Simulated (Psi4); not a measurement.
Pair of molecules, SMILES CO with SMILES O=CO (the first has 6 atoms); geometry from B3LYP-D3(BJ)/def2-TZVP, rigid monomers moved along the line of their centres of mass till O2···H11 is 2.33 Å.
(charge 0, multiplicity 1):
```xyz
11

C     -0.18960    -0.35027     0.18299
O      0.48930    -0.80552     1.35223
H     -0.90401     0.44544     0.41406
H     -0.72878    -1.20179    -0.22782
H      0.51964     0.01102    -0.56554
H      0.93740    -0.05470     1.77985
O      0.78401     1.02834     4.23698
C     -0.02639     0.39421     4.87427
O     -0.68212    -0.67350     4.44877
H     -0.31040     0.64770     5.90341
H     -0.39376    -0.86479     3.51255
```

The numbers are results of SAPT0/jun-cc-pV(D+d)Z (Psi4), not measurements.

**Question.** Which attractive term is largest, and how does the interaction split up?

**Answer.** electrostatics -7.58, exchange 2.57, induction -1.25, dispersion -1.17, total -7.43 kcal/mol; the largest attraction is electrostatics.
